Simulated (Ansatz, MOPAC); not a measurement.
System: H6BSiO2 (charge +1, singlet). SMILES: OB([OH2+])[SiH3]

Atoms: O1, B2, O3, Si4, H5, H6, H7, H8, H9, H10. Bonds: O1-B2, O1-H5, B2-O3, B2-Si4, O3-H6, O3-H7, Si4-H8, Si4-H9, Si4-H10.

Bond lengths (Å) and angles (degrees) optimised at PM3 with MOPAC; PM6 with MOPAC; PBE/6-31G* with Ansatz (a quantum-chemistry and plane-wave program), each started from the B3LYP-D3(BJ)/def2-TZVP structure (Ansatz) of the last column. A row stands for all coordinates that are equal there; 13 of 19 kinds are shown. 6-31G* holds six Cartesian d functions. At PM3 the structure is a saddle point. No wavenumbers were computed at PBE/6-31G*, so these may be saddle points.

```tsv
coordinate	PM3	PM6	PBE/6-31G*	B3LYP-D3(BJ)/def2-TZVP
O1-B2	1.332	1.281	1.331	1.318
O1-H5	0.941	0.884	0.979	0.965
B2-O3	1.546	1.597	1.517	1.506
B2-Si4	1.819	2.162	2.043	2.037
O3-H6	0.970	0.975	0.991	0.977
O3-H7	0.956	0.970	0.984	0.971
Si4-H8	1.489	1.478	1.493	1.475
Si4-H9	1.487	1.477	1.497	1.479
O1-B2-O3	87.3	101.7	106.0	106.4
O1-B2-Si4	150.2	138.3	136.8	136.1
O3-B2-Si4	122.5	120.0	117.2	117.5
B2-O1-H5	135.0	179.1	117.0	119.8
B2-O3-H6	113.7	124.0	121.6	121.3
```

Mean signed difference of all 9 bond lengths from B3LYP-D3(BJ)/def2-TZVP: PM3 -0.020 Å, PM6 0.011 Å, PBE/6-31G* 0.014 Å.
